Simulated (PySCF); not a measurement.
H10Si4, SMILES [SiH3][SiH2][SiH2][SiH3].

Coordinates come from a ωB97X-D3(BJ)/def2-SVP optimisation. The values are those of a single conformer.

Method: ωB97X/def2-TZVP (PySCF).

Symmetry labels are those of the subgroup C2 that the program uses (full group C2).

Computed valence orbital energies around the gap with their symmetry:
| orbital | symmetry | energy (eV) |
|---|---|---|
| HOMO−7 | A | -12.99 |
| HOMO−6 | A | -12.53 |
| HOMO−5 | B | -12.29 |
| HOMO−4 | A | -12.08 |
| HOMO−3 | B | -12.04 |
| HOMO−2 | A | -11.36 |
| HOMO−1 | B | -10.48 |
| HOMO | A | -10.08 |
| LUMO | A | 1.64 |
| LUMO+1 | B | 1.80 |
| LUMO+2 | A | 2.00 |
| LUMO+3 | B | 2.11 |
